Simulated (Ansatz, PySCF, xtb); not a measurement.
Two conformers of CH4F2OSi (SMILES O[SiH2]C(F)F), B3LYP-D3(BJ)/def2-TZVP minima.
Conformer 1 (charge 0, multiplicity 1):
```xyz
9

O      1.579     0.988    -0.340
Si     0.749    -0.402    -0.045
C     -1.135    -0.045    -0.098
F     -1.840    -1.177     0.249
F     -1.432     0.928     0.841
H      1.496     1.713     0.285
H      1.026    -0.972     1.291
H      1.092    -1.340    -1.129
H     -1.536     0.307    -1.054
```
Conformer 2 (charge 0, multiplicity 1):
| atom | x (Å) | y (Å) | z (Å) |
|---|---|---|---|
| O | -1.3497 | 0.9681 | -0.6013 |
| Si | -0.6435 | -0.3748 | 0.0225 |
| C | 1.2188 | 0.0313 | 0.2062 |
| F | 1.4057 | 1.1116 | 1.0389 |
| F | 1.7739 | 0.3513 | -1.0123 |
| H | -2.2941 | 0.9853 | -0.7695 |
| H | -1.1603 | -0.7246 | 1.3664 |
| H | -0.7587 | -1.5524 | -0.8695 |
| H | 1.8080 | -0.7959 | 0.6186 |

No zero-point or thermal terms.

Rows in 6-31G* carry no dispersion term and start afresh at each structure (6-31G* with six Cartesian d functions).

The values were computed with Ansatz (an electronic-structure program); PySCF for 6-31G* rows; xtb for the GFN methods. 

Problem. One of these levels gives 2.24 kcal/mol for the electronic energy of conformer 2 less that of conformer 1. Which?
(A) HF/cc-pV(D+d)Z
(B) GFN1-xTB
(C) BP86/6-31G*

Solution. A, HF/cc-pV(D+d)Z. The others give 0.96 (GFN1-xTB), 2.63 (BP86/6-31G*)
